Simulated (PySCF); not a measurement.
PySCF input for C₃H₃ClF₂, SMILES [C@H]1([C@H](F)[C@H]1Cl)F, PBE-D3(BJ)/def2-SVP. Geometry: PBE-D3(BJ)/def2-SVP. The structure was generated by enumeration; whether it is a known compound was not checked.

```python
import numpy as np
from pyscf import gto, scf, dft, df
from pyscf.hessian import thermo

mol = gto.M(
    atom='''
    F    -1.63945135   -0.20495084    1.41074460
    C    -0.63689847    0.44082979    0.75696156
    C    -0.63689847    0.44082979   -0.75696157
    F    -1.63945135   -0.20495084   -1.41074460
    C     0.35921612   -0.40079696    0.00000000
    Cl    2.08398181   -0.02423064    0.00000000
    H    -0.28165115    1.34820523    1.27789989
    H    -0.28165115    1.34820522   -1.27789989
    H     0.13322076   -1.48055019    0.00000000
    ''',
    basis='def2-SVP',
    charge=0,
    spin=0,
    max_memory=1600,
    verbose=3,
)
mf = dft.RKS(mol, xc='pbe').density_fit(auxbasis='def2-universal-jkfit')
mf.disp = 'd3bj'
mf.grids.level = 3
mf.conv_tol = 1e-11
mf.max_cycle = 100
mf.kernel()

# [left out here: the lines that compute and print the analytic Hessian (its translational invariance restored by hand, since the grid's response is missing), thermochemistry and intensities]
```

Log of the run:

```
converged SCF energy = -775.049037042491

WARN: DFTD3 does not support analytical Hessian, using finite difference


WARN: Mole.unit (angstrom) is changed to Bohr

Mode                                 0                   1                   2
Irrep
Freq [cm^-1]                      168.1031            206.1422            231.6636
Reduced mass [au]                  11.2266              7.7291              5.7942
Force const [Dyne/A]                0.1869              0.1935              0.1832
Char temp [K]                     241.8629            296.5927            333.3123
Normal mode                   x     y     z       x     y     z       x     y     z
       0   F                 0.06 -0.01  0.14   -0.09 -0.00 -0.01    0.00  0.06  0.05
       1   C                -0.05  0.02  0.01   -0.04  0.02  0.07    0.05 -0.08  0.00
       2   C                -0.05  0.02 -0.01    0.04 -0.02  0.07    0.05 -0.08 -0.00
       3   F                 0.06 -0.01 -0.14    0.09  0.00 -0.01    0.00  0.06 -0.05
       4   C                -0.03  0.05 -0.00   -0.00 -0.00  0.12   -0.00 -0.15 -0.00
       5  Cl                -0.01 -0.02  0.00   -0.00  0.00 -0.08   -0.05  0.05  0.00
       6   H                -0.07  0.07 -0.06   -0.11  0.03  0.10    0.17 -0.12 -0.02
       7   H                -0.07  0.07  0.06    0.11 -0.03  0.10    0.17 -0.12  0.02
       8   H                -0.06  0.06  0.00    0.00 -0.00  0.17    0.06 -0.16 -0.00
Mode                                 3                   4                   5
Irrep
Freq [cm^-1]                      307.7467            368.5891            636.9735
Reduced mass [au]                   3.1664             13.4243              6.3969
Force const [Dyne/A]                0.1767              1.0745              1.5292
Char temp [K]                     442.7789            530.3176            916.4631
Normal mode                   x     y     z       x     y     z       x     y     z
       0   F                -0.08  0.06  0.03   -0.08  0.03  0.04    0.03  0.04 -0.08
       1   C                 0.01 -0.09  0.03   -0.05 -0.05 -0.00    0.12 -0.00  0.10
       2   C                -0.01  0.09  0.03   -0.05 -0.05  0.00   -0.12  0.00  0.10
       3   F                 0.08 -0.06  0.03   -0.08  0.03 -0.04   -0.03 -0.04 -0.08
       4   C                -0.00  0.00 -0.10    0.03 -0.01  0.00    0.00 -0.00  0.02
       5  Cl                 0.00 -0.00 -0.01    0.11  0.01  0.00   -0.00  0.00  0.01
       6   H                 0.15 -0.15  0.05   -0.08 -0.01 -0.06    0.15 -0.03  0.13
       7   H                -0.15  0.16  0.05   -0.08 -0.01  0.06   -0.15  0.03  0.13
       8   H                -0.00  0.00 -0.41    0.10 -0.03  0.00   -0.00  0.00  0.09
Mode                                 6                   7                   8
Irrep
Freq [cm^-1]                      789.0653            821.9936            891.4207
Reduced mass [au]                   2.5065              5.0180              3.5652
Force const [Dyne/A]                0.9195              1.9977              1.6692
Char temp [K]                    1135.2892           1182.6657           1282.5560
Normal mode                   x     y     z       x     y     z       x     y     z
       0   F                -0.01 -0.03  0.01   -0.06 -0.01  0.03   -0.03 -0.01  0.01
       1   C                 0.00  0.06  0.06    0.08 -0.02  0.09    0.01  0.07  0.05
       2   C                 0.00  0.06 -0.06    0.08 -0.02 -0.09   -0.01 -0.07  0.05
       3   F                -0.01 -0.03 -0.01   -0.06 -0.01 -0.03    0.03  0.01  0.01
       4   C                -0.16 -0.05 -0.00    0.08  0.13 -0.00    0.00 -0.00 -0.21
       5  Cl                 0.05  0.02 -0.00   -0.03 -0.01 -0.00   -0.00  0.00  0.01
       6   H                 0.23 -0.15  0.29    0.05 -0.07  0.21   -0.13  0.12  0.06
       7   H                 0.23 -0.15 -0.29    0.05 -0.07 -0.21    0.13 -0.12  0.06
       8   H                -0.19 -0.05  0.00    0.14  0.12  0.00   -0.00 -0.00  0.38
Mode                                 9                  10                  11
Irrep
Freq [cm^-1]                      977.3745           1001.0121           1045.1996
Reduced mass [au]                   1.4085              1.7696              1.4879
Force const [Dyne/A]                0.7927              1.0447              0.9577
Char temp [K]                    1406.2243           1440.2336           1503.8096
Normal mode                   x     y     z       x     y     z       x     y     z
       0   F                -0.03 -0.00  0.02    0.00 -0.01  0.01    0.01  0.00 -0.01
       1   C                 0.04 -0.07 -0.07   -0.08  0.05 -0.06   -0.08  0.09 -0.01
       2   C                -0.04  0.07 -0.07   -0.08  0.05  0.06    0.08 -0.09 -0.01
       3   F                 0.03  0.00  0.02    0.00 -0.01 -0.01   -0.01 -0.00 -0.01
       4   C                 0.00 -0.00  0.01    0.11 -0.01  0.00   -0.00  0.00 -0.02
       5  Cl                -0.00 -0.00 -0.00   -0.01 -0.01 -0.00    0.00 -0.00 -0.00
       6   H                 0.18 -0.18  0.01    0.26 -0.23  0.22    0.38 -0.28  0.32
       7   H                -0.18  0.18  0.01    0.26 -0.23 -0.22   -0.38  0.28  0.32
       8   H                 0.00 -0.00  0.75    0.43 -0.07 -0.00    0.00  0.00 -0.02
Mode                                12                  13                  14
Irrep
Freq [cm^-1]                     1100.9642           1141.9309           1159.1648
Reduced mass [au]                   3.8338              2.3661              1.3688
Force const [Dyne/A]                2.7380              1.8179              1.0836
Char temp [K]                    1584.0424           1642.9843           1667.7800
Normal mode                   x     y     z       x     y     z       x     y     z
       0   F                -0.04 -0.03  0.03    0.06  0.05 -0.02    0.03  0.02 -0.02
       1   C                 0.05  0.11  0.01   -0.09 -0.08  0.02   -0.02 -0.00  0.08
       2   C                 0.05  0.11 -0.01    0.09  0.08  0.02   -0.02 -0.00 -0.08
       3   F                -0.04 -0.03 -0.03   -0.06 -0.05 -0.02    0.03  0.02  0.02
       4   C                 0.09 -0.14  0.00   -0.00 -0.00 -0.03   -0.08 -0.02  0.00
       5  Cl                -0.01  0.00 -0.00   -0.00 -0.00 -0.00    0.00 -0.01  0.00
       6   H                -0.21  0.21  0.02   -0.33 -0.11  0.23   -0.21  0.10  0.04
       7   H                -0.21  0.21 -0.02    0.33  0.11  0.23   -0.21  0.10 -0.04
       8   H                -0.02 -0.13 -0.00    0.00 -0.00  0.17    0.75 -0.19 -0.00
Mode                                15                  16                  17
Irrep
Freq [cm^-1]                     1220.6788           1312.8520           1435.6838
Reduced mass [au]                   1.3055              1.6384              3.5772
Force const [Dyne/A]                1.1461              1.6638              4.3442
Char temp [K]                    1756.2851           1888.9017           2065.6293
Normal mode                   x     y     z       x     y     z       x     y     z
       0   F                -0.04 -0.04  0.01    0.02  0.00 -0.02    0.02  0.01 -0.02
       1   C                 0.04  0.04 -0.02   -0.09 -0.04  0.08   -0.08  0.00  0.13
       2   C                 0.04  0.04  0.02    0.09  0.04  0.08   -0.08  0.00 -0.13
       3   F                -0.04 -0.04 -0.01   -0.02 -0.00 -0.02    0.02  0.01  0.02
       4   C                -0.06  0.03 -0.00    0.00 -0.00 -0.03    0.10 -0.04  0.00
       5  Cl                 0.00 -0.00 -0.00   -0.00 -0.00 -0.00   -0.00  0.00  0.00
       6   H                 0.37  0.14 -0.42    0.29  0.10 -0.43    0.22  0.09 -0.19
       7   H                 0.37  0.14  0.42   -0.29 -0.10 -0.43    0.22  0.09  0.19
       8   H                 0.30 -0.03  0.00   -0.00 -0.00  0.16   -0.18  0.00 -0.00
Mode                                18                  19                  20
Irrep
Freq [cm^-1]                     3077.5171           3083.7332           3106.8551
Reduced mass [au]                   1.0901              1.0935              1.0888
Force const [Dyne/A]                6.0830              6.1268              6.1924
Char temp [K]                    4427.8620           4436.8055           4470.0727
Normal mode                   x     y     z       x     y     z       x     y     z
       0   F                 0.00 -0.00 -0.00    0.00  0.00 -0.00    0.00  0.00 -0.00
       1   C                 0.02  0.05  0.03   -0.02 -0.05 -0.03   -0.00 -0.00 -0.00
       2   C                -0.02 -0.05  0.03   -0.02 -0.05  0.03   -0.00 -0.00  0.00
       3   F                -0.00  0.00 -0.00    0.00  0.00  0.00    0.00  0.00  0.00
       4   C                -0.00  0.00 -0.00   -0.00  0.01  0.00   -0.01 -0.08 -0.00
       5  Cl                -0.00  0.00  0.00    0.00  0.00  0.00    0.00  0.00  0.00
       6   H                -0.21 -0.56 -0.32    0.21  0.55  0.32    0.01  0.05  0.03
       7   H                 0.21  0.56 -0.32    0.21  0.55 -0.32    0.01  0.05 -0.03
       8   H                -0.00 -0.00 -0.00   -0.02 -0.08  0.00    0.18  0.93 -0.00
temperature 298.1500 [K]
pressure 101325.00 [Pa]
Rotational constants [GHz] 4.73499 1.79453 1.40287
Symmetry number 1
Zero-point energy (ZPE) 0.05487 [Eh]   144058.281 [J/mol]
                           tot       elec      trans        rot        vib
Entropy [J/mol/K]       326.679      0.000    167.649    115.860     43.170
Cv [J/mol/K]             82.459      0.000     12.472     12.472     57.516
Cp [J/mol/K]             90.774      0.000     20.786     12.472     57.516
Internal energy [J/mol]                      3718.434   3718.434 151894.064
Internal energy [Eh]   -774.98835  -775.04904
Enthalpy [J/mol]                             6197.391   3718.434 151894.064
Enthalpy [Eh]          -774.98741
Gibbs free energy [J/mol]                  -43787.293 -30825.091 139022.882
Gibbs free energy [Eh] -775.02450
mode   freq/cm-1   IR/(km/mol)
   1      168.10         2.949
   2      206.14         2.416
   3      231.66        10.260
   4      307.75         1.503
   5      368.59         1.315
   6      636.97        24.789
   7      789.07         1.685
   8      821.99        76.110
   9      891.42         0.033
  10      977.37         0.878
  11     1001.01         5.167
  12     1045.20         2.601
  13     1100.96        51.358
  14     1141.93        41.582
  15     1159.16        57.928
  16     1220.68        11.688
  17     1312.85        34.204
  18     1435.68        32.888
  19     3077.52         0.634
  20     3083.73        11.469
  21     3106.86         4.927
max |gradient| / (hartree/bohr): 0.00017449716264136676
APT charges: [-0.4723  0.4973  0.4973 -0.4723  0.1566 -0.2689  0.0122  0.0122  0.0379]
```

Self-consistency was reached.

Cost: roughly 60 core-seconds.
